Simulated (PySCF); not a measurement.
C6H10O2 (charge +1 and doublet state).
Structure used (GFN2-xTB), in Å, numbered top down from 1:
```xyz
18
C6H10O2 angstrom
C     -2.0237    1.6060   -0.0348
C     -1.8632    0.1724   -0.1659
C     -0.7025   -0.4891   -0.4357
C     -0.6116   -1.9052   -0.8205
C      0.6035    0.2577   -0.2680
O      0.6484    1.4329    0.0335
O      1.6361   -0.5042   -0.4913
C      2.9381    0.0776   -0.3998
H     -1.0579    2.0083    0.3562
H     -2.0811    2.1083   -1.0069
H     -2.8762    1.8916    0.5749
H     -2.7356   -0.4447    0.0384
H      0.0232   -2.0296   -1.7020
H     -0.1095   -2.4788   -0.0360
H     -1.5895   -2.3285   -1.0318
H      3.0127    0.7166    0.4818
H      3.1472    0.6727   -1.2910
H      3.6328   -0.7577   -0.3423
```

The hyperfine couplings belong to this conformer and change with its torsions.

The species is `C[CH+][C](C)C(=O)OC` [radical] (charge +1).

Method: PySCF, UKS B3LYP, pcH-1 on C H O, non-relativistic, mean-field spin-orbit, GIAO. Geometry: GFN2-xTB, one conformer, isolated ion. Couplings are sensitive to structure, and on GFN2-xTB geometries they can be far from those on DFT ones, by a factor of two or more for some ions and for spin on atoms past the first row. The frame is twisted about the C2–C3 bond at this geometry (dihedral C1–C2–C3–C5 = 16°); couplings at other torsion angles weren't computed. The SCF solution wasn't tested for stability.

(1) The isotropic 13C couplings are +19.8, -13.0, -11.0, -7.5, +1.3 MHz. Assign them to C1; C2; C3; C4; C5.

(2) Match the computed a_iso(1H) values +80.2, +61.8, +22.1, +1.7 MHz (means over equivalent nuclei) with the sites H9/H10/H11; H12; H13/H14/H15; H16/H17/H18.

Results:

(1) 
```tsv
site	a_iso (MHz)	ρ(0) (bohr⁻³)	position	distance from C3 (Å)	spin population	largest |T| (MHz)
C1	-11.0	-0.0098	2 bonds from C3	2.51	+0.06	20.3
C2	+1.3	+0.0012	1 bond from C3	1.36	+0.23	43.3
C3	+19.8	+0.0176	largest spin population	0.00	+0.39	68.7
C4	-7.5	-0.0067	1 bond from C3	1.47	0.00	8.9
C5	-13.0	-0.0116	1 bond from C3	1.51	-0.05	7.1
```

(2) 
```
       site  a_iso (MHz)  ρ(0) (bohr⁻³)                                         position  distance from C3 (Å)  bound to  spin population there  largest |T| (MHz)
 H9/H10/H11        +80.2        +0.0179                                  3 bonds from C3                  3.01        C1                  +0.06               11.0
        H12        +22.1        +0.0049  2 bonds from C3, on C2 of spin population +0.23                  2.09        C2                  +0.23               17.0
H13/H14/H15        +61.8        +0.0138                                  2 bonds from C3                  2.12        C4                   0.00                6.7
H16/H17/H18         +1.7        +0.0004                                  4 bonds from C3                  4.16        C8                   0.00                2.2
```

ρ(0) is the spin density at the nucleus and T the dipolar tensor; entries for several nuclei are means. Largest spin populations (Mulliken): C3 (+0.39), C2 (+0.23) and O6 (+0.22). Three atoms exceed +0.15.

Examples of negative spin density at the nucleus (bohr⁻³): C5 (-0.0116), C1 (-0.0098) and C4 (-0.0067).

Nuclei that the bonding pattern makes equivalent are averaged, as if the motion that swaps them (rotation, inversion, ring flip) were fast. The three 1H nuclei of mean +80.2 MHz run from -4.8 to 146.2 MHz in the frozen geometry. The three 1H nuclei of mean +61.8 MHz run from -1.3 to 111.0 MHz in the frozen geometry.

C3, the radical centre as drawn in `C[CH+][C](C)C(=O)OC`, holds a spin population of +0.39 out of 1.

Hardware: one thread, Arm Neoverse V1 (aarch64), on a shared host. Cost: 86 s wall (grids of density and orbitals included), 0.98 GiB resident at most.
